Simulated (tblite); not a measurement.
**Question.** Give a GFN2-xTB geometry of `CC#CC[Si@@H](Cl)CC#N`.

**Answer.** 
```xyz
17
C6H8ClNSi angstrom
C      2.9355    0.0608    1.3604
C      1.7988   -0.4636    0.6338
C      0.8737   -0.9112    0.0167
C     -0.2701   -1.4225   -0.7130
Si    -1.8856   -0.5770   -0.1398
Cl    -2.2359   -0.9561    1.8156
C     -1.6420    1.3224   -0.3000
C     -1.3425    1.6839   -1.6494
N     -1.1047    1.9432   -2.7381
H      3.8425   -0.0505    0.7664
H      3.0600   -0.4791    2.2989
H      2.7856    1.1187    1.5781
H     -0.1173   -1.2391   -1.7791
H     -0.3269   -2.5040   -0.5709
H     -3.0282   -1.0134   -0.9408
H     -2.5378    1.8596    0.0159
H     -0.8120    1.6401    0.3355
```

Orientation and origin are arbitrary. Atoms count from 1 in this order. The 4 C–C bonds span 1.199 Å (C2≡C3, drawn triple) to 1.450 Å (C3–C4, drawn single), a spread of 0.251 Å. Si5 (chlorine-bound silicon) is tetrahedral (angles from 106.7° to 111.4°).

Bonds between heavy atoms (Å): C1–C2 1.447, C2≡C3 1.199, C3–C4 1.450, C4–Si5 1.911, Si5–Cl6 2.022, Si5–C7 1.922, C7–C8 1.429, C8≡N9 1.144.

Computed geometry: GFN2-xTB, gas phase.

Point group: C1 (no symmetry element, even within 0.4 Å). Its GFN2-xTB frequencies are all real (lowest 16 cm⁻¹). One conformer, not necessarily the lowest (C3–C4–Si5–Cl6 -62°, C4–Si5–C7–C8 59°).

On one thread, Arm Neoverse N1 (aarch64), shared host with 64 logical CPUs at a one-minute load of 58, this took 0.85 s. These figures are those of the optimisation.
